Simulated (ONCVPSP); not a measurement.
## PBE ONCV dataset for phosphorus (P), scalar-relativistic all-electron reference.

P, optimised norm-conserving Vanderbilt (ONCV), made with ONCVPSP 4.0.1 (PBE, scalar-relativistic). Core [Ne], reference 3s2 3p3. Waves: 3s: rc 1.50 bohr, ncon 3, nbas 7, qcut 4.9 1/bohr, 2 projectors, debl 3.9 Ha; 3p: rc 1.60 bohr, ncon 5, nbas 9, qcut 4.8 1/bohr, 3 projectors, debl 3.1 Ha. Local part: polynomial inside 1.25 bohr (lpopt 5, dvloc0 4 Ha). Core correction: none.

Poles of the logarithmic derivatives, all-electron (AE) and pseudo (PS). s: poles at 2.7 (AE) and 2.7 (PS) Ha. p: poles at 2.5 (AE) and 2.5 (PS) Ha. Test radii: s 1.53, p 1.62 bohr.

* Cutoffs needed: 10.0 Ha and 15 Ha (the cutoffs (Ha) at which the residual kinetic energy of the hardest occupied pseudo-wave falls to 1 and 0.1 mHa per electron) The cutoffs count occupied waves only; projector 2 of the p channel, the hardest unoccupied one, needs 95 Ha at the loose tolerance.
* Ghost test: ghosts flagged at negative energy: p at -366.3 eV; no localised positive-energy state flagged; a true bound ghost makes a file unfit for plane-wave use
* Largest excitation error: +24 meV (all-electron minus pseudo) for 3s2 3p0, out of 4 test configurations
